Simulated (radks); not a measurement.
The numbers below are computed, except where a source is named.
In, 49 electrons, occupied as [Kr] 4d10 5s2 5p1 (the NIST ground configuration).

Code: a radial shooting solver on a logarithmic mesh with Libxc functionals. Model: scalar-relativistic Kohn-Sham, exchange-only LDA, spin-polarised, spherical densities, point nucleus; open shells are filled with parallel spins first (spin-orbit coupling, left out, can overturn this in heavy ions).

Energy parts (hartree):
total: -5871.79102
kinetic: 6122.18473
electron-nucleus: -14210.67878
Hartree: 2366.23464
exchange: -149.53161

Orbitals (lengths in bohr, moments of r in powers of bohr; <r^-3> diverges for s and p1/2):
orbital	occ.	eigenvalue (hartree)	<r>	<r^-3>	<r^2>
1s up	1	-1018.636	0.02974	-	0.001197
1s down	1	-1018.636	0.02974	-	0.001197
2s up	1	-152.4923	0.1286	-	0.01951
2s down	1	-152.4923	0.1286	-	0.01951
2p up	3	-136.9465	0.1122	4369	0.01538
2p down	3	-136.9464	0.1122	4369	0.01538
3s up	1	-28.86813	0.3493	-	0.1395
3s down	1	-28.86793	0.3493	-	0.1395
3p up	3	-23.77742	0.3477	799.3	0.1403
3p down	3	-23.77719	0.3477	799.3	0.1403
3d up	5	-15.84928	0.3247	109.8	0.1253
3d down	5	-15.84913	0.3247	109.8	0.1253
4s up	1	-4.33733	0.8479	-	0.8147
4s down	1	-4.33710	0.8478	-	0.8145
4p up	3	-2.81604	0.9223	141.5	0.9746
4p down	3	-2.81559	0.9220	141.5	0.9738
4d up	5	-0.63932	1.192	12.31	1.715
4d down	5	-0.63626	1.186	12.39	1.692
5s up	1	-0.28529	2.642	-	8.044
5s down	1	-0.25869	2.591	-	7.730
5p up	1	-0.08227	3.845	5.914	17.61
5p down	0	-0.04720	3.854	6.319	18.06

The highest occupied level is 5p up at -2.239 eV. The density falls to 0.001 e/bohr^3 at r = 4.66 bohr. Spin moment in Bohr magnetons: 1. Summed over all electrons, <r^2> = 60.40 bohr^2, which gives a Langevin (diamagnetic) susceptibility term of -47.8 x 10^-6 cm^3/mol.
